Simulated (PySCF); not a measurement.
# Bond lengths and vibrations by method: AlBFH4 anion

Calculated results; nothing here was measured. They come from PySCF 2.14.0, an open-source quantum chemistry program, on an isolated molecule that a program drew, which may never have been made. The molecule is AlBFH4 anion (charge -1, singlet), drawn as the SMILES string `F[BH2-][AlH2]`.

The geometry was optimised and harmonic frequencies were computed with HF and MP2, all in the aug-cc-pV(D+d)Z basis, for the commonest isotopes, with a restricted reference for singlets and an unrestricted one otherwise, and a frozen core in MP2. Each result is a local minimum of its method.

Geometry at the HF minimum:
```xyz
7
AlBFH4 anion, angstrom
F    -1.5862    0.5186   -2.1773
B    -0.6159    0.3588   -1.0918
Al    0.9802   -1.0764   -1.5552
H    -0.0697    1.4452   -0.8371
H    -1.1816   -0.0536   -0.0647
H     2.2071   -1.4346   -0.5239
H     1.2586   -2.0068   -2.8779
```

Lengths of the bonds as drawn, in Å (atoms numbered as above):
| bond | HF | MP2 |
|---|---|---|
| F1-B2 | 1.465 | 1.497 |
| B2-Al3 | 2.196 | 2.165 |
| B2-H4 | 1.242 | 1.244 |
| B2-H5 | 1.243 | 1.245 |
| Al3-H6 | 1.642 | 1.641 |
| Al3-H7 | 1.641 | 1.640 |

Rotational constants, in GHz:
```
constant     HF    MP2
       A  29.08  28.94
       B  4.029  4.031
       C  3.644  3.643
```

Harmonic frequencies in cm^-1, each column in rising order, so a row needn't be the same motion in every method:
| rank | HF | MP2 |
|---|---|---|
| 1 | 113 | 107 |
| 2 | 172 | 154 |
| 3 | 265 | 213 |
| 4 | 390 | ? |
| 5 | 519 | 511 |
| 6 | 712 | 671 |
| 7 | 858 | 815 |
| 8 | 894 | 849 |
| 9 | 1024 | 961 |
| 10 | 1101 | 1027 |
| 11 | 1221 | 1150 |
| 12 | 1699 | 1699 |
| 13 | 1749 | 1732 |
| 14 | 2299 | 2317 |
| 15 | 2323 | 2323 |

**Estimate the missing MP2 frequency from the HF column.**

A single factor s that minimises the squared misfit of MP2 against s times HF over the other rows is sum(HF x MP2) / sum(HF^2) = 0.9847, with an rms misfit of 36 cm^-1. For rank 4 it gives 0.9847 x 390 = 384 cm^-1. The calculation gives 390 cm^-1, 6 cm^-1 above the estimate. The drawn bonds are on average 0.2 % longer in MP2 than in HF.
